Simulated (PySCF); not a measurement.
C2H6Cl2Sn, SMILES [Sn]([CH3])([Cl])([CH3])[Cl].

The structure is a stationary point at B3LYP-D3(BJ)/def2-SVP. The isomer is the one that the SMILES or the coordinates give; other isomers of the formula were not compared. The def2 effective core potentials stand for the cores of Sn; spin–orbit coupling is left out.

All values below come from TDDFT-PBE/def2-SVPD run with PySCF.

Vertical excitations. Gas-phase values at a fixed geometry.

```
state  energy (eV)  λ (nm)      f                          main pairs
-----  -----------  ------  -----  ----------------------------------
S1            5.24     237  0.073                      HOMO→LUMO 94 %
S2            5.34     232  0.031                    HOMO−1→LUMO 98 %
S3            5.37     231  0.000                    HOMO−2→LUMO 99 %
S4            5.52     225  0.030                    HOMO−3→LUMO 97 %
S5            6.33     196  0.012  HOMO→LUMO+2 82 %, HOMO−4→LUMO 13 %
S6            6.35     195  0.000                    HOMO→LUMO+1 95 %
S7            6.60     188  0.002                  HOMO−1→LUMO+2 89 %
S8            6.60     188  0.114  HOMO−4→LUMO 71 %, HOMO→LUMO+2 12 %
S9            6.62     187  0.004                  HOMO−1→LUMO+1 92 %
S10           6.67     186  0.000                  HOMO−2→LUMO+2 98 %
T1            4.66     266      0                      HOMO→LUMO 99 %
T2            4.97     249      0                    HOMO−1→LUMO 99 %
T3            5.11     242      0                    HOMO−2→LUMO 99 %
T4            5.15     241      0                    HOMO−3→LUMO 99 %
```
Triplets are in the Tamm–Dancoff approximation, which puts them higher than full response would, so one can lie above its singlet here.
